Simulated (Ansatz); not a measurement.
```yaml
crystal:
  periodic: [false, false, false]
  atoms:
    - {symbol: F, position_ang: [1.794798, -1.369223, 2.048663]}
    - {symbol: P, position_ang: [1.506915, -0.259992, 0.979021]}
    - {symbol: F, position_ang: [-0.051271, -0.589180, 0.808950]}
    - {symbol: F, position_ang: [2.001281, -1.046041, -0.280792]}
    - {symbol: Ga, position_ang: [-1.310603, 0.790284, -0.865374]}
    - {symbol: H, position_ang: [-2.279965, 1.420187, 0.191961]}
    - {symbol: H, position_ang: [0.084124, 1.477260, -1.128993]}
    - {symbol: H, position_ang: [-1.745279, -0.423295, -1.753425]}
basis:
  gaussian: {orbitals: cc-pVTZ-DK, fitting: {mean_field: cc-pVTZ-jkfit}}
magnetization: {spin_polarized: true, initial_magnetization: 0}
hamiltonian: {xc: {name: B2PLYP}}
kpoints: {mp_grid: {grid: [2, 2, 2]}}
```

```sh
$ ansatz run in.yaml --threads 4 --pin off --events-out ev --progress --plain --max-ram 10444MiB
```

It prints (some lines left out):

```
Error: invalid value for `basis.gaussian`: such a run doesn't read kpoints; remove what it names
```

In this input the input holds a key that doesn't belong there. The program refused the input.
